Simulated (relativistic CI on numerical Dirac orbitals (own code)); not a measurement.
Calculated at this level of theory: Dirac-Coulomb-Breit CI, separate exchange-only KLI orbitals for each configuration, a model potential for QED, unscaled Slater integrals (own radial code, finite nucleus).

CI space (outside the closed core [Ne]): 3s2.3p6, 3s2.3p5.3d, 3s.3p6.3d, 3s2.3p5.4s, 3s2.3p5.4p, 3s2.3p5.4d, 3s.3p6.4s, 3p6.3d.4p, 3s2.3p5.4f, 3s.3p6.4p, 3s.3p6.4d, 3s.3p6.4f, 3s2.3p5.5s, 3s2.3p5.5p, 3s2.3p5.5d, 3s2.3p5.5f, 3s2.3p5.5g, 3s.3p6.5s, 3s.3p6.5p, 3s.3p6.5d, 3s.3p6.5f, 3p6.3d2, 3p5.3d3, 3p5.3d2.4s, 3p5.3d2.4p, 3p5.3d2.4d, 3p6.3d.4s, 3p5.3d.4s2, 3p5.3d.4s.4p, 3p5.3d.4s.4d, 3p6.4s2, 3p5.4s2.4p, 3p5.4s2.4d. Double excitations out of closed p, d and f shells are left out; levels of such configurations are missing from the list, as are those of other unlisted configurations, and high levels can miss mixing partners. These lack a partner that the ground configuration has and come out too high: 3s2.3p5.4f, 3s2.3p5.5s, 3s2.3p5.5p, 3s2.3p5.5d, 3s2.3p5.5f.

At this charge energies of transitions that change n are usually good to better than 1 %, and those within a shell (Δn = 0) to a few per cent.

Outline of the computed level scheme of Re LVIII. Lowest level of each configuration: 3s2.3p6 1S_0 at 0.00 eV; 3s2.3p5.3d 3P°_0 at 241.34 eV; 3s.3p6.3d 3D_1 at 845.95 eV; 3p6.3d2 3F_2 at 1709.41 eV; 3p5.3d3 3D°_2 at 1953.12 eV.

Some strong electric-dipole decays among the lowest 45 levels: 3s2.3p5.3d 1P°_1 → 3s2.3p6 1S_0 (4.6e+12 s⁻¹); 3s.3p6.3d 3D_2 → 3s2.3p5.3d 3F°_3 (3.5e+12 s⁻¹); 3s.3p6.3d 3D_3 → 3s2.3p5.3d 3F°_4 (3.2e+12 s⁻¹); 3s.3p6.3d 3D_1 → 3s2.3p5.3d 3D°_2 (2.0e+12 s⁻¹); 3s.3p6.3d 1D_2 → 3s2.3p5.3d 1D°_2 (2.0e+12 s⁻¹); 3s.3p6.3d 3D_1 → 3s2.3p5.3d 3P°_1 (2.0e+12 s⁻¹); 3s.3p6.3d 3D_3 → 3s2.3p5.3d 3D°_3 (1.3e+12 s⁻¹); 3s.3p6.3d 3D_2 → 3s2.3p5.3d 3D°_2 (1.2e+12 s⁻¹).

LS names give the leading component of a level, which can be under half, so a name can repeat, a term be missing and a line seem to break the LS rules.
